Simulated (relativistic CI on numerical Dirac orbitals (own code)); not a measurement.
Ti+ in a cubic cluster: 3s photoemission with charge transfer

Computed with a charge-transfer multiplet model of a cubic metal-ligand cluster with up to 2 ligand holes, Slater and spin-orbit integrals from Dirac-Coulomb-Breit ions, Slater integrals scaled by 0.8. The parameters are those of a tetrahedral site (10Dq negative, t2 hopping the larger). The ground state mixes d3 with configurations of k ligand holes L, whose averages lie at kΔ + k(k − 1)U_dd/2; a core hole lowers each added d electron by U_cd. 300 K, Lorentzian 1.4 eV and Gaussian 0.8 eV FWHM.

Atomic integrals in eV (Slater integrals scaled, ζ unscaled), ground: F2dd 5.409, F4dd 3.320, zeta_d 0.009; with the core hole: F2dd 6.781, F4dd 4.223, zeta_d 0.015, G2cd 7.198.

Cluster parameters (eV): U_dd = 5.6, U_cd = 6.5, 10Dq = -0.15, 10Dq(ligand) = 0, V(eg) = 0.72, V(t2g) = -1.23, final-state hopping factor = 1.

| Case | n_d | d3 | d4L | d5L2 | S |
| --- | --- | --- | --- | --- | --- |
| Δ = 8.7 eV | 3.10 | 0.91 | 0.09 | 0.00 | 1.50 |
| Δ = 9.7 eV | 3.08 | 0.92 | 0.08 | 0.00 | 1.50 |
| Δ = 11.7 eV | 3.06 | 0.94 | 0.05 | 0.00 | 1.50 |

Weights, n_d and S are thermal averages at 300 K. Binding energies count from the first peak over 30 % of the highest in each spectrum, which can be another peak from case to case. The parameters are a model scan and need not match a compound or its usual spin state. Peaks in eV (height, largest 100):
- Δ = 8.7 eV: 0.0 (100), 3.7 (35), 6.2 (55), 11.2 (13)
- Δ = 9.7 eV: 0.0 (100), 5.5 (56), 11.5 (9)
- Δ = 11.7 eV: 0.0 (100), 5.6 (63)

Curve for Δ = 9.7 eV (points under 2 left out, the grid thinned):

```
E (eV)  Intensity
  -4.0        4.1
  -3.6        5.0
  -3.2        6.3
  -2.8        8.0
  -2.4       10.7
  -2.0       14.9
  -1.6       22.3
  -1.2       35.7
  -0.8       58.8
  -0.4       87.4
   0.0      100.0
   0.4       83.4
   0.8       55.6
   1.2       35.2
   1.6       24.0
   2.0       18.5
   2.4       16.5
   2.8       17.4
   3.2       20.9
   3.6       25.7
   4.0       29.6
   4.4       33.8
   4.8       42.4
   5.3       54.6
   5.7       54.3
   6.1       47.1
   6.5       40.6
   6.9       34.3
   7.3       26.0
   7.7       17.9
   8.1       12.2
   8.5        8.8
   8.9        6.9
   9.3        5.8
   9.7        5.3
  10.1        5.3
  10.5        6.0
  10.9        7.2
  11.3        8.4
  11.7        8.4
  12.1        6.7
  12.5        4.8
  12.9        3.4
  13.3        2.6
  13.7        2.1
```

For the case Δ = 9.7 eV, Δ = 9.7 eV is larger than U_dd = 5.6 eV, the Mott-Hubbard side of the Zaanen-Sawatzky-Allen scheme. With the core hole the configuration with one ligand hole lies at Δ − U_cd = 2.2, 3.2, 5.2 eV from the one without, in the order of the table; where this is negative the screened configuration lies lower, though the effective hopping of about 2.9 eV (from the holes of the mixed ground state) mixes the two strongly wherever it is as large as the gap.

Without intra-shell correlation the exchange splitting of the 3s hole comes out too large.
